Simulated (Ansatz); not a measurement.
## A relaxation, step by step

GaH2SF, singlet, SPW92/6-31G (Ansatz 0.2.0). Settings:

```yaml
hamiltonian: {xc: lda}
relax: {f_tol: 0.03, max_steps: 60, escape_saddle: false}
```

Start, the saddle point found with PBE0-D4 in triple zeta (not stationary at another level):

```
5
angstrom
Ga -0.7306 0.1200 -0.2344
F 1.0725 0.7027 0.5136
S 0.1903 -1.7451 -0.2695
H 1.1472 -0.3978 0.3277
H -1.6795 1.3202 -0.3374
```

```tsv
step	energy less the last (meV)	largest force component (eV/Å)
1	1063.5	1.143
2	978.1	0.412
3	954.9	0.445
4	933.9	0.534
5	905.6	0.650
6	661.6	0.971
7	487.5	1.241
8	269.4	0.984
9	116.6	0.581
10	54.0	0.536
11	13.8	0.412
12	7.0	0.345
13	1.4	0.154
14	0.1	0.034
15	0.0	0.007
```

Step 10, positions (Å) and forces (eV/Å):

```
atom       x       y       z      Fx      Fy      Fz
 Ga1  -0.530   0.458  -0.098   0.053   0.044   0.027
  F2   0.857   1.321   0.557  -0.246   0.036  -0.080
  S3   0.135  -1.675  -0.275   0.398   0.404   0.218
  H4   1.410  -1.292   0.248  -0.536  -0.259  -0.239
  H5  -1.873   1.188  -0.431   0.330  -0.224   0.073
```

Step 12, positions (Å) and forces (eV/Å):

| atom | x | y | z | Fx | Fy | Fz |
| --- | --- | --- | --- | --- | --- | --- |
| Ga1 | -0.471 | 0.495 | -0.071 | -0.253 | 0.345 | -0.023 |
| F2 | 0.802 | 1.503 | 0.573 | 0.046 | 0.058 | 0.027 |
| S3 | 0.104 | -1.615 | -0.275 | 0.155 | -0.334 | -0.010 |
| H4 | 1.414 | -1.498 | 0.209 | -0.138 | 0.041 | -0.041 |
| H5 | -1.848 | 1.114 | -0.437 | 0.190 | -0.110 | 0.046 |

Step 14, positions (Å) and forces (eV/Å):

```
atom       x       y       z      Fx      Fy      Fz
 Ga1  -0.471   0.503  -0.069   0.007   0.020   0.006
  F2   0.806   1.512   0.576  -0.031  -0.020  -0.015
  S3   0.103  -1.633  -0.279  -0.011   0.010  -0.002
  H4   1.402  -1.486   0.208   0.001   0.005   0.001
  H5  -1.841   1.104  -0.436   0.034  -0.015   0.009
```

Last step (15):

```json
{"atom": "Ga1", "x (Å)": "-0.4699", "y (Å)": "0.5025", "z (Å)": "-0.0687"}
{"atom": "F2", "x (Å)": "0.8043", "y (Å)": "1.5117", "z (Å)": "0.5751"}
{"atom": "S3", "x (Å)": "0.1016", "y (Å)": "-1.6325", "z (Å)": "-0.2790"}
{"atom": "H4", "x (Å)": "1.4009", "y (Å)": "-1.4841", "z (Å)": "0.2076"}
{"atom": "H5", "x (Å)": "-1.8369", "y (Å)": "1.1024", "z (Å)": "-0.4349"}
```

Hardware: 2 CPU threads, shared host. Wall time about 15 s.
